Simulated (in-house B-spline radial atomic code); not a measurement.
The outermost shell (largest non-relativistic mean radius) with and without relativity; Dirac values are averaged over j. Computed with a B-spline radial code for spherical atoms: non-relativistic Hartree-Fock and Dirac-Hartree-Fock, averages of the configuration (point nuclei without relativity, finite nuclei with it).

```csv
ion,configuration,outermost shell,radius non-relativistic (bohr),radius Dirac (bohr),radius change (%),level non-relativistic (eV),level Dirac (eV),spin-orbit splitting (eV)
Li+,1s2,1s,0.57237,0.57229,-0.013367,-75.984,-75.991,-
Be+,[He] 2s1,?,?,?,?,?,?,?
B+,[He] 2s2,2s,1.7982,1.7976,-0.031842,-23.778,-23.785,-
C+,[He] 2s2 2p1,2s,1.4755,1.4748,-0.050969,-31.396,-31.413,-
N+,[He] 2s2 2p2,2p,1.256,1.2559,-0.0057334,-29.167,-29.161,0.021861
O+,[He] 2s2 2p3,2p,1.0965,1.0964,-0.011061,-33.857,-33.849,0.042834
F+,[He] 2s2 2p4,?,?,?,?,?,?,?
Ne+,[He] 2s2 2p5,2p,0.87588,0.87567,-0.024809,-43.718,-43.703,0.1277
```

(1) Fill in the row of Be+.

(2) Fill in the row of F+.

(3) Which member changes most?

Answers

(1) outermost shell: 2s; radius non-relativistic (bohr): 2.28; radius Dirac (bohr): 2.2796; radius change (%): -0.019481; level non-relativistic (eV): -18.127; level Dirac (eV): -18.13.

(2) outermost shell: 2p; radius non-relativistic (bohr): 0.9736; radius Dirac (bohr): 0.97343; radius change (%): -0.017422; level non-relativistic (eV): -38.704; level Dirac (eV): -38.693; spin-orbit splitting (eV): 0.076582.

(3) Carbon (C+): its 2s shell contracts by 0.1 %.
